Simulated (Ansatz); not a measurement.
A saddle search, step by step

SiNH5Cl2, singlet, CAM-B3LYP-D4/cc-pVDZ (Ansatz 0.2.0). Settings; a guess of the unstable mode was typed too, and convergence needs a confirmed negative curvature besides the force tolerance:

```yaml
hamiltonian: {xc: {name: CAM-B3LYP}, dispersion: d4}
saddle:
  f_tol: 0.05
  max_steps: 40
```

Start:

Si1  (-0.499, -0.530, -0.025)
H2  (1.121, -1.014, 0.421)
Cl3  (-0.067, -1.596, -1.803)
Cl4  (-1.117, -1.252, 1.817)
H5  (-1.987, -0.039, -0.535)
H6  (1.156, 0.039, 0.275)
N7  (0.477, 1.126, -0.024)
H8  (0.265, 1.691, 0.718)
H9  (0.643, 1.538, -0.950)
(Å)

```csv
step,energy less the last (meV),largest force component (eV/Å)
1,429.5,3.790
2,62.4,0.950
3,24.1,0.605
4,9.1,0.336
5,7.4,0.292
6,4.8,0.188
7,2.0,0.053
8,1.1,0.049
9,0.1,0.019
10,0.0,0.003
```

Step 2, positions (Å) and forces (eV/Å):

```tsv
atom	x	y	z	Fx	Fy	Fz
Si1	-0.525	-0.553	-0.069	-0.597	0.470	-0.626
H2	1.078	-0.936	0.445	0.023	-0.950	0.081
Cl3	-0.096	-1.635	-1.834	-0.029	0.056	0.227
Cl4	-1.120	-1.258	1.798	-0.091	-0.167	0.304
H5	-1.901	-0.028	-0.496	0.606	-0.223	0.132
H6	1.188	0.047	0.288	0.312	0.599	-0.036
N7	0.482	1.050	-0.030	-0.054	0.122	-0.213
H8	0.274	1.723	0.705	-0.133	0.115	0.191
H9	0.613	1.551	-0.912	-0.038	-0.022	-0.060
```

Step 5, positions (Å) and forces (eV/Å):

```tsv
atom	x	y	z	Fx	Fy	Fz
Si1	-0.531	-0.534	-0.074	-0.073	0.100	-0.292
H2	1.084	-0.993	0.435	0.036	-0.100	0.009
Cl3	-0.096	-1.633	-1.820	-0.063	0.012	0.061
Cl4	-1.119	-1.250	1.801	-0.094	-0.077	0.179
H5	-1.874	-0.021	-0.501	0.139	-0.041	0.028
H6	1.212	0.047	0.292	0.042	0.227	-0.035
N7	0.481	1.056	-0.028	-0.002	0.088	0.122
H8	0.245	1.734	0.706	0.009	-0.148	-0.088
H9	0.591	1.556	-0.916	0.007	-0.061	0.016
```

Step 9, positions (Å) and forces (eV/Å):

```tsv
atom	x	y	z	Fx	Fy	Fz
Si1	-0.531	-0.526	-0.089	0.000	0.015	-0.019
H2	1.126	-0.988	0.420	0.004	-0.011	0.003
Cl3	-0.137	-1.676	-1.799	-0.005	-0.004	0.002
Cl4	-1.121	-1.256	1.787	-0.004	-0.005	0.010
H5	-1.859	0.006	-0.514	0.008	-0.002	0.001
H6	1.230	0.058	0.300	0.006	0.006	-0.004
N7	0.480	1.059	-0.018	-0.004	0.006	0.007
H8	0.208	1.724	0.711	-0.006	-0.001	0.002
H9	0.599	1.560	-0.902	0.001	-0.004	-0.002
```

Last step (10):

Si1  (-0.530, -0.525, -0.093)
H2  (1.130, -0.989, 0.411)
Cl3  (-0.146, -1.684, -1.799)
Cl4  (-1.116, -1.253, 1.786)
H5  (-1.857, 0.009, -0.516)
H6  (1.230, 0.060, 0.304)
N7  (0.479, 1.060, -0.012)
H8  (0.196, 1.728, 0.710)
H9  (0.608, 1.557, -0.897)
(Å)

Hardware: 4 CPU threads of an Arm Neoverse V2, shared host. Wall time about 94 s.
